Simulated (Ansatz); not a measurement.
P, charge -1, triplet (a gas-phase anion, which may not be bound at this level); BCCD/pcseg-1 in Ansatz (a program for electronic structure).

Input for Ansatz:
Ansatz 0.2 input:
```yaml
crystal:
  periodic: [false, false, false]
  atoms:
    - {symbol: P, position_ang: [0.00000000, 0.00000000, 0.00000000]}
basis:
  gaussian:
    orbitals: pcseg-1.json
total_charge: -1
magnetization: {spin_polarized: true, initial_magnetization: 2}
correlation: {method: bccd}
```
The basis file holds pcseg-1 in the JSON format of the Basis Set Exchange.

Task: Write the output that Ansatz gives for this input, abridged.

Result: 
```
Functional definition: HF
103 factors; integrals over basis functions are off by at most 7.6e-5 eV
mean field evaluation 1: about -9269.2894 eV, gradient 6.0e0 eV
mean field evaluation 2: about -9269.3048 eV, gradient 5.9e0 eV
mean field evaluation 4: about -9269.7301 eV, gradient 9.0e-1 eV
mean field evaluation 8: about -9269.7516 eV, gradient 2.3e-4 eV
mean field evaluation 16: about -9269.2892 eV, gradient 6.0e0 eV
mean field evaluation 32: about -9269.2558 eV, gradient 5.8e0 eV
mean field evaluation 64: about -9269.7347 eV, gradient 1.0e0 eV
mean field -9269.75165951 eV, -340.6570902237 hartree, gradient 8.2e-6 eV, S^2 2.005017; 4 other end points of the search recorded, 0 dependent functions left out
5 core orbitals not correlated
reference -9269.75165951 eV, -340.6570902237 hartree; 4, 2 occupied and 9, 11 virtual orbitals, 103 factors
second order -1.89469623 eV of doubles, -0.00000000 eV of singles
cycle   1  -2.24298119 eV  change   -3.5e-1 eV  update   4.3e-2
cycle   2  -2.34336768 eV  change   -1.0e-1 eV  update   1.3e-2
cycle   3  -2.34957150 eV  change   -6.2e-3 eV  update   2.7e-3
cycle   4  -2.34939586 eV  change    1.8e-4 eV  update   6.4e-4
cycle   5  -2.34941254 eV  change   -1.7e-5 eV  update   2.4e-4
cycle   6  -2.34938762 eV  change    2.5e-5 eV  update   8.2e-5
cycle   7  -2.34941984 eV  change   -3.2e-5 eV  update   2.0e-5
cycle   8  -2.34940918 eV  change    1.1e-5 eV  update   4.3e-6
cycle   9  -2.34941228 eV  change   -3.1e-6 eV  update   7.0e-7
Total energy: -9272.10107179 eV, -340.7434295326 hartree
```
